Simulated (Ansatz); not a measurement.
Relaxation of Cl3HHfO (6 atoms, charge 0, multiplicity 1), to a largest force component of 0.02 eV/Å in at most 40 steps.

Computed with Ansatz, RHF/def2-SVP.

```xyz
6
Properties=species:S:1:pos:R:3
Hf 0.000 0.000 0.000
Cl 0.000 0.000 2.520
O 1.952 0.000 -0.689
H 2.268 -0.952 -0.806
Cl -1.187 2.056 -0.839
Cl -1.187 -2.056 -0.839
```

**Question.** Where does it end, and by what steps?

**Answer.** The run converged. After 6 steps the energy has fallen by 1.204 eV; H4 moved furthest, 0.60 Å.

| step | energy less start (eV) | largest force component (eV/Å) | accepted |
| --- | --- | --- | --- |
| 0 | 0.0000 | 3.179 | yes |
| 1 | -0.8765 | 2.232 | yes |
| 2 | -1.0399 | 0.482 | yes |
| 3 | -1.0883 | 0.546 | yes |
| 4 | -1.1056 | 2.131 | yes |
| 5 | -1.2029 | 0.143 | yes |
| 6 | -1.2041 | 0.010 | yes |

```xyz
6
Properties=species:S:1:pos:R:3
Hf -0.065 -0.108 0.023
Cl -0.043 -0.015 2.395
O 1.705 -0.339 -0.605
H 2.585 -0.460 -0.917
Cl -0.947 1.913 -0.854
Cl -1.387 -1.943 -0.697
```

Whether the end is a true minimum wasn't checked by a vibrational analysis.

Time of the run: 21 s on 1 thread of Arm Neoverse V2 (shared host), peak memory 0.23 GiB.
